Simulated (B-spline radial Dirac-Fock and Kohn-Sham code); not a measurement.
ΔSCF core binding energies without Breit or QED terms, calculated with a radial atomic solver.

A sound run for atomic manganese, [Ar] 3d5 4s2: The ground state converged in 12 iterations, with total energy -1157.32199 Ha, virial ratio 1.98666 and highest orbital energy -6.92 eV. ΔSCF binding energies: K (1s) 6560.5 eV, L3 (2p3/2) 654.3 eV. Holes are computed only in closed shells, and unreliable hole states are left out.

A second run, with one unsound setting: The ground state converged in 8 iterations, with total energy -1028.19265 Ha, virial ratio 1.69096 and highest orbital energy 909.00 eV. ΔSCF binding energies: K (1s) 6204.8 eV, L3 (2p3/2) 364.1 eV. Holes are computed only in closed shells, and unreliable hole states are left out.

```
iter   energy (Ha)        error
   1    -1026.68422429  8.29e-01
   2    -1028.16896924  7.04e-02
   3    -1028.18832672  3.06e-02
   4    -1028.19185888  1.33e-02
   5    -1028.19263139  2.02e-03
   6    -1028.19264849  2.59e-05
   7    -1028.19264849  2.08e-06
   8    -1028.19264849  2.55e-08
```

Q: Which fault fits the second run best?
A. box too small
B. damping too heavy
C. tolerance below the noise
D. too few iterations

A: A. The input had rmax = 1.0: rmax squeezes the outer orbitals.
